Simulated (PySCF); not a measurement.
Input for PySCF: D3(BJ) and D4 dispersion corrections on Cl2MoO2 (SMILES [O]=[Mo](=[O])([Cl])[Cl]).

```python
from pyscf import gto
from pyscf.dispersion import dftd3, dftd4

mol = gto.M(
    atom='''
    Mo    0.11085359   -0.00090151    0.00011964
    O     1.11432160    0.94181647    0.95714559
    O     1.10107470   -0.95979053   -0.95462824
    Cl   -1.15090306    1.33165736   -1.31661811
    Cl   -1.17534683   -1.31278178    1.31398112
    ''',
    basis='def2-svp',
    charge=0, spin=0, verbose=0, max_memory=1800)
d3, d4 = {}, {}
for xc in ['hf', 'pbe', 'blyp', 'revpbe', 'tpss', 'r2scan', 'b3lyp', 'pbe0', 'bhlyp', 'camb3lyp', 'b2plyp']:
    d3[xc] = float(dftd3.DFTD3Dispersion(mol, xc=xc, version='d3bj', atm=False).get_dispersion()['energy'])
    print(f'D3(BJ) {xc:10s} {d3[xc]:14.8f} Eh')
for xc in ['hf', 'pbe', 'blyp', 'revpbe', 'tpss', 'r2scan', 'b3lyp', 'pbe0', 'bhlyp', 'camb3lyp', 'b2plyp']:
    d4[xc] = float(dftd4.DFTD4Dispersion(mol, xc={'camb3lyp': 'cam-b3lyp'}.get(xc, xc), atm=True).get_dispersion()['energy'])
    print(f'D4     {xc:10s} {d4[xc]:14.8f} Eh')
```

Output:

```
D3(BJ) hf            -0.05496194 Eh
D3(BJ) pbe           -0.00645088 Eh
D3(BJ) blyp          -0.01540807 Eh
D3(BJ) revpbe        -0.01464936 Eh
D3(BJ) tpss          -0.00867761 Eh
D3(BJ) r2scan        -0.00176304 Eh
D3(BJ) b3lyp         -0.01300815 Eh
D3(BJ) pbe0          -0.00612260 Eh
D3(BJ) bhlyp         -0.01190528 Eh
D3(BJ) camb3lyp      -0.00644853 Eh
D3(BJ) b2plyp        -0.00701679 Eh
D4     hf            -0.02191704 Eh
D4     pbe           -0.00721470 Eh
D4     blyp          -0.01533497 Eh
D4     revpbe        -0.01745625 Eh
D4     tpss          -0.00968464 Eh
D4     r2scan        -0.00161946 Eh
D4     b3lyp         -0.01185170 Eh
D4     pbe0          -0.00618222 Eh
D4     bhlyp         -0.01052181 Eh
D4     camb3lyp      -0.00644535 Eh
D4     b2plyp        -0.00502667 Eh
```

The run finished.

Cost: about 0.03 core-seconds (a rough figure).
